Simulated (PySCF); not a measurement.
## Atomic charges by several schemes

Species: H13NOSi6.
Cartesian coordinates in Å at the GFN2-xTB level; atoms count from 1:
```
atom  x, y, z in Å
Si1    3.740   -0.442    0.338
N2     2.385    0.486   -0.205
Si3    0.804   -0.026   -0.746
Si4   -0.025   -1.594    0.724
O5    -1.631   -1.507    0.458
Si6   -3.103   -0.824    0.320
Si7   -2.803    1.234   -0.691
Si8   -0.565    1.866   -0.930
H9     3.183   -1.591    1.050
H10    4.576   -0.894   -0.781
H11    4.520    0.436    1.211
H12    2.632    1.420   -0.492
H13    0.971   -0.604   -2.112
H14    0.268   -3.018    0.524
H15    0.151   -1.314    2.157
H16   -3.854   -1.834   -0.432
H17   -3.648   -0.787    1.682
H18   -3.466    1.232   -2.009
H19   -3.578    2.260    0.031
H20   -0.223    2.870    0.100
H21   -0.343    2.645   -2.166
```

Density: PBE0/pcSseg-1 (PySCF); schemes: Mulliken, IAO, Hirshfeld and ESP-fitted. One conformer (not necessarily the lowest) at the GFN2-xTB geometry, without solvent, vibrations or thermal averaging.

Q: Atoms with like bonding are taken together and averaged. Do the Mulliken, IAO, Hirshfeld and ESP-fitted schemes agree on where the charge is highest?

A: The schemes don't all agree: Mulliken Si6 (+0.675); IAO Si1 (+0.758); Hirshfeld Si1 (+0.355); ESP-fitted Si1 (+0.538).

Q: For which atoms does the sign change between the 4 schemes (beyond +0.03 e in one, beyond −0.03 e in another)?

A: Si7.

Q: Tabulate the Mulliken, IAO, Hirshfeld and ESP-fitted charges.

A: In e; atoms taken as equivalent share a row and are averaged (×n: the atom named and its like, n in all):

```
      atom                      environment  Mulliken     IAO  Hirshfeld  ESP-fitted
       Si1                     SiH3 silicon    +0.636  +0.758     +0.355      +0.538
        N2  nitrogen bridging silicon atoms    -0.835  -0.930     -0.336      -0.778
       Si3                      SiH silicon    +0.278  +0.445     +0.214      +0.227
       Si4             oxygen-bound silicon    +0.634  +0.731     +0.308      +0.463
        O5                  siloxane oxygen    -0.737  -0.896     -0.310      -0.414
       Si6             oxygen-bound silicon    +0.675  +0.756     +0.320      +0.453
       Si7                     SiH2 silicon    -0.109  +0.093     +0.137      +0.081
       Si8                     SiH2 silicon    +0.003  +0.145     +0.150      +0.103
H9/H10/H11                    Si–H hydrogen    -0.105  -0.140     -0.079      -0.108
       H12                     N–H hydrogen    +0.227  +0.263     +0.112      +0.388
       H13                    Si–H hydrogen    -0.041  -0.124     -0.091      -0.079
       H14                    Si–H hydrogen    -0.088  -0.123     -0.080      -0.104
       H15                    Si–H hydrogen    -0.095  -0.135     -0.084      -0.105
       H16                    Si–H hydrogen    -0.097  -0.127     -0.080      -0.107
       H17                    Si–H hydrogen    -0.098  -0.135     -0.083      -0.107
       H18                    Si–H hydrogen    -0.012  -0.078     -0.076      -0.069
       H19                    Si–H hydrogen    -0.011  -0.077     -0.075      -0.063
       H20                    Si–H hydrogen    -0.010  -0.077     -0.073      -0.062
       H21                    Si–H hydrogen    -0.004  -0.072     -0.069      -0.042
```

Mean size of the charges over all atoms: IAO 0.304 e, Mulliken 0.234 e, ESP-fitted 0.215 e, Hirshfeld 0.152 e. Each set sums to the total charge, 0, to within 0.001 e. The IAO scheme counts the electrons in orthogonalised intrinsic atomic orbitals, a minimal basis polarised so that it spans the occupied orbitals exactly.

Q: Sum the charges by element, for elements with more than one atom.

A: 
| element | atoms | Mulliken | IAO | Hirshfeld | ESP-fitted |
| --- | --- | --- | --- | --- | --- |
| Si | 6 | +2.117 | +2.930 | +1.484 | +1.865 |
| H | 13 | -0.544 | -1.104 | -0.839 | -0.673 |

Q: How many electrons does the IAO scheme count on Si8?

A: Z − q = 14 − (+0.145) = 13.855.
